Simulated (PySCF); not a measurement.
Species: `COC1=PC=CC(C2CC2)=C1`. The columns A, B, C and D hold Mulliken, IAO, Hirshfeld and ESP-fitted charges (e) of one PBE0/pcSseg-1 density (PySCF), in a shuffled order. Coordinates in Å (GFN2-xTB); the density's dipole moment is (-0.91, -0.58, 0.25) D.

```tsv
atom	x	y	z	A	B	C	D
C1	4.063	0.079	0.965	-0.211	-0.046	-0.190	-0.040
O2	2.790	-0.499	1.084	-0.312	-0.464	-0.300	-0.103
C3	1.784	0.077	0.372	+0.001	-0.027	+0.603	+0.021
C4	0.541	-0.522	0.535	-0.181	-0.043	-0.703	-0.071
C5	-0.633	-0.116	-0.080	+0.032	-0.126	+0.580	+0.017
C6	-1.872	-0.869	0.212	-0.135	-0.228	-0.246	-0.037
C7	-2.909	-1.113	-0.856	-0.286	-0.172	-0.309	-0.085
C8	-3.213	-0.183	0.269	-0.286	-0.171	-0.305	-0.085
C9	-0.640	0.975	-0.953	-0.167	-0.052	-0.628	-0.059
C10	0.479	1.710	-1.259	-0.359	-0.381	+0.093	-0.106
P11	2.085	1.464	-0.658	+0.240	+0.385	-0.343	+0.033
H12	4.725	-0.502	1.606	+0.164	+0.132	+0.143	+0.056
H13	4.420	0.039	-0.071	+0.141	+0.123	+0.110	+0.038
H14	4.053	1.125	1.291	+0.141	+0.123	+0.109	+0.038
H15	0.515	-1.373	1.204	+0.157	+0.087	+0.204	+0.046
H16	-1.722	-1.675	0.920	+0.147	+0.098	+0.182	+0.050
H17	-3.394	-2.077	-0.875	+0.154	+0.135	+0.161	+0.051
H18	-2.730	-0.699	-1.837	+0.150	+0.140	+0.143	+0.047
H19	-3.910	-0.502	1.029	+0.154	+0.135	+0.161	+0.051
H20	-3.248	0.877	0.070	+0.149	+0.140	+0.140	+0.047
H21	-1.572	1.263	-1.418	+0.142	+0.085	+0.257	+0.046
H22	0.376	2.540	-1.948	+0.165	+0.128	+0.135	+0.046
```

Q: Which column most likely holds the ESP-fitted charges?

A: C. Σ q r misses the density's dipole by 0.03 D (C), 0.96 D (D), 2.36 D (A), 3.93 D (B). Charges fitted to the outside potential are the only set here that is tied to the molecule's multipoles.

Q: And the Hirshfeld charges?

A: D. The mean sizes are 0.053 e (D), 0.155 e (B), 0.176 e (A), 0.275 e (C), and Hirshfeld charges are commonly the smallest of these schemes.

As computed, A = IAO, B = Mulliken, C = ESP-fitted, D = Hirshfeld. Hydrogens on carbon: IAO +0.14 to +0.16, Mulliken +0.08 to +0.14, ESP-fitted +0.11 to +0.26, Hirshfeld +0.04 to +0.06 e.

The ESP scheme is a least-squares fit of atom-centred charges to the potential on four shells outside the van der Waals surface, with the total charge fixed. The IAO scheme counts the electrons in orthogonalised intrinsic atomic orbitals, a minimal basis polarised so that it spans the occupied orbitals exactly.

The structure is a single GFN2-xTB conformer in the gas phase; no vibrational or solvent corrections.

The run behind these numbers computed NMR shieldings as well. The run took 76 s on one thread of an x86-64 server, on a shared host.

The values belong to the conformer `[CH3:1][O:2][c:3]1[cH:4][c:5]([CH:6]2[CH2:7][CH2:8]2)[cH:9][cH:10][p:11]1`: C1–O2–C3–C4 -179°, C4–C5–C6–C7 -143°.
